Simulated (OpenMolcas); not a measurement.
## Dy4+: CASPT2 settings compared

```yaml
Program: OpenMolcas 26.06
Basis: ANO-R3 [9s8p5d5f3g2h]
Scalar_Hamiltonian: X2C, finite nucleus
Active_space: 8 electrons in 7 orbitals (4f)
State_averaging: 2S+1 = 7 even, 7 roots; 2S+1 = 5 even, 31 roots kept (CI in the orbitals of an earlier block)
Spin-orbit_coupling: RASSI with atomic mean-field integrals over the reference wave functions, term energies averaged over their components
```

Methods on the same reference wave functions:
A. CASSCF
B. SS-CASPT2, IPEA 0 Eh, real shift 0.1 Eh (closed shells correlated: 4d 5s 5p)
C. SS-CASPT2, IPEA 0.1 Eh, sigma1 regulariser 0.2 Eh (closed shells correlated: 5s 5p)
D. XMS-CASPT2, IPEA 0.1 Eh, sigma2 regulariser 0.15 Eh (closed shells correlated: 5s 5p)

Energies in cm⁻¹ above 4f⁸ ⁷F₆.

```
  Level      A      B      C      D
4f⁸ ⁷F₆    0.0    0.0    0.0    0.0
4f⁸ ⁷F₅   2738   2800   2780   2760
4f⁸ ⁷F₄   4494   4540   4520   4510
4f⁸ ⁷F₃   5720   5750   5730   5730
4f⁸ ⁷F₂   6553   6570   6560   6560
4f⁸ ⁷F₁   7069   7080   7070   7070
4f⁸ ⁷F₀   7316   7330   7310   7320
4f⁸ ⁵D₄  26577  23710  24420  25460
```

Among B to D the level of the table that moves most is 4f⁸ ⁵D₄, by 1800 cm-1 (lowest in B, highest in D). Moves below CASPT2's spread within the term are not significant.

The lowest spin-free term lies below A's lowest term by 1.345 hartree in B, 0.662 hartree in C, 0.667 hartree in D.

Term energies are means over components that CASPT2 splits; among the terms shown or strongly mixed into the levels shown the widest spread is 130 cm-1 (4f⁸ ⁵D, D). High states are left out of the spin-orbit mixing, which shifts the levels that they would mix with. Terms from blocks run as CI alone lack orbitals of their own. Without dynamic correlation excited terms often stand tens of per cent too high (terms of higher spin than the ground term too low), and those without a measured partner can miss by more than the paired ones (holds for A). Only configurations of the active space appear. The table leaves out levels that lie high or whose names do not pair safely across all columns.
